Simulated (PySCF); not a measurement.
Run record: excited-state job, `N[Si@H](O)O[SiH2]O[SiH3]`.

Computed with TDDFT CAM-B3LYP/def2-SVPD, vertical, gas phase, core orbitals frozen in the response (PySCF 2.14.0, density-fitted response routines). Geometry: GFN2-xTB. A driver script takes a list of jobs; this job's settings line and coordinates (Å) are shown.

Input:
```
{"job": {"kind": "uv", "xc": "CAM-B3LYP", "basis": "def2-SVPD", "nstates": 8, "ntriplets": 3}, "charge": 0, "multiplicity": 1}
N     -1.470267     1.238941     0.685060
Si    -1.601178    -0.091061    -0.402179
O     -3.143875    -0.568150    -0.506192
O     -0.685929    -1.282242     0.225847
Si     0.747887    -1.672451     0.841895
O      1.808304    -0.458009     0.658557
Si     2.355034     0.900703    -0.019566
H     -0.551200     1.479768     1.017561
H     -1.997848     2.074356     0.492323
H     -1.241325     0.085913    -1.800065
H     -3.610988    -0.874771     0.266961
H      0.603368    -1.840015     2.280451
H      1.238410    -2.803932     0.069621
H      3.808707     0.785936     0.060535
H      1.875712     1.009201    -1.397482
H      1.857591     2.024756     0.782746
```

What does the run print?

```
coarse grid: 14776 points
cycle   1  E = -1153.5848873330  dE =  8.973e-01  |g| = 1.194e+00  |ddm| = 8.525e+00
cycle   2  E = -1153.4175014013  dE =  1.674e-01  |g| = 1.543e+00  |ddm| = 4.411e+00
cycle   3  E = -1153.8509068463  dE = -4.334e-01  |g| = 7.931e-02  |ddm| = 1.764e+00
cycle   4  E = -1153.8517750651  dE = -8.682e-04  |g| = 5.061e-02  |ddm| = 2.498e-01
cycle   5  E = -1153.8522840724  dE = -5.090e-04  |g| = 8.839e-03  |ddm| = 1.230e-01
cycle   6  E = -1153.8522996788  dE = -1.561e-05  |g| = 1.995e-03  |ddm| = 4.137e-02
cycle   7  E = -1153.8523003345  dE = -6.557e-07  |g| = 1.034e-03  |ddm| = 4.043e-03
final grid: 128744 points
cycle   8  E = -1154.0187649492  dE = -1.913e-05  |g| = 3.712e-03  |ddm| = 8.447e-02
cycle   9  E = -1154.0187636972  dE =  1.252e-06  |g| = 4.643e-03  |ddm| = 1.286e-02
cycle  10  E = -1154.0187679116  dE = -4.214e-06  |g| = 2.290e-04  |ddm| = 6.889e-03
cycle  11  E = -1154.0187679195  dE = -7.898e-09  |g| = 1.923e-04  |ddm| = 9.836e-04
cycle  12  E = -1154.0187679267  dE = -7.202e-09  |g| = 3.138e-05  |ddm| = 3.413e-04
cycle  13  E = -1154.0187679269  dE = -2.397e-10  |g| = 9.530e-06  |ddm| = 9.655e-05
converged SCF energy = -1154.0187679269

Static polarisability (au): isotropic 88.975, principal 82.951 88.333 95.640

Singlet excitations
state   eV       nm        f      main configurations
  1   6.9839    177.5   0.04761   H->L 0.61, H->L+3 0.18, H->L+1 0.13
  2   7.4391    166.7   0.00788   H-1->L 0.65, H-1->L+1 0.14, H-3->L 0.09
  3   7.7572    159.8   0.00144   H->L+1 0.48, H-2->L 0.12, H->L 0.11
  4   7.8415    158.1   0.00767   H-2->L 0.52, H-2->L+1 0.18, H->L+1 0.09
  5   8.0558    153.9   0.03368   H-1->L+1 0.21, H-1->L+5 0.16, H-1->L+3 0.12
  6   8.1692    151.8   0.00497   H->L+3 0.31, H->L 0.15, H->L+5 0.15
  7   8.2743    149.8   0.00491   H-1->L+5 0.28, H-3->L 0.21, H-3->L+1 0.10
  8   8.3611    148.3   0.01108   H->L+5 0.27, H->L+2 0.16, H->L+3 0.10

Triplet excitations (Tamm-Dancoff, eV): 6.6070 7.1089 7.3894
```

The SCF starts on a coarse grid where the log names one; the energy can jump when the final grid takes over, and dE then counts from the start density on the new grid. H and L stand for HOMO and LUMO; the number after each pair is its weight.

Give S1 in cm⁻¹ and kJ/mol.

6.9839 eV × 8065.54 = 56329 cm⁻¹; × 96.485 = 673.8 kJ/mol.

In short: HOMO -9.35 eV, LUMO 0.75 eV; lowest singlet 6.98 eV; lowest triplet 6.61 eV (Tamm–Dancoff); mean polarisability 89.0 au.

Note that the optimisation stopped short of convergence; the values belong to its last geometry.

On one thread, Arm Neoverse N1, shared host, this took 1.8 min.

One conformer stands for the species.
Labels such as C1 count atoms from 1, the log's own numbers from 0.
